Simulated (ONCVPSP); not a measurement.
## Configuration tests for osmium (Os) (ONCV)

| Property | Result |
| --- | --- |
| Element | Os |
| Generator | ONCVPSP 4.0.1 |
| Type | optimised norm-conserving Vanderbilt (ONCV) |
| Functional | PBE |
| Relativity | scalar-relativistic |
| Frozen core | [Kr] 4d10 4f14 |
| Valence charge | 16 |
| Reference configuration | 5s2 5p6 5d6 6s1.5 (charge +0.5) |
| Partial waves | 5s+6s: rc 1.45 bohr, ncon 4, nbas 7, qcut 8.1 1/bohr, 2 projectors; 5p: rc 1.60 bohr, ncon 4, nbas 8, qcut 8.9 1/bohr, 2 projectors, debl 1.7 Ha; 5d: rc 1.50 bohr, ncon 3, nbas 8, qcut 7 1/bohr, 2 projectors, debl 3 Ha |
| Local potential | polynomial inside 1.25 bohr (lpopt 5, dvloc0 0 Ha) |
| Core correction | Teter function, fcfact 5, rcfact 1.1 |

In the p channel the program set the typed energies aside and used -2.011, 0.250 Ha.

Energies are relative to the spin-unpolarised reference configuration 5s2 5p6 5d6 6s1.5; without spin polarisation the order of configurations can differ from experiment.

```csv
valence configuration,charge,ΔE all-electron (eV),error AE − PS (meV)
5s2 5p6 5d6 6s1,+1,5.663,-1.8
5s2 5p6 5d6 6s0,+2,22.578,-5.4
5s2 5p6 5d5 6s0,+3,51.425,-7.1
```

(1) What are ΔE and the potential's error for 5s2 5p6 5d6 6s2?

Levels in the configuration 5s2 5p6 5d5 6s0:

| level | all-electron (eV) | pseudo (eV) |
| --- | --- | --- |
| 5s | -122.230 | -122.278 |
| 5p | -81.281 | -81.311 |
| 5d | -34.985 | -34.984 |

## Answers

(1) ΔE = -3.914 eV all-electron; the error (AE − PS) is +1.4 meV.
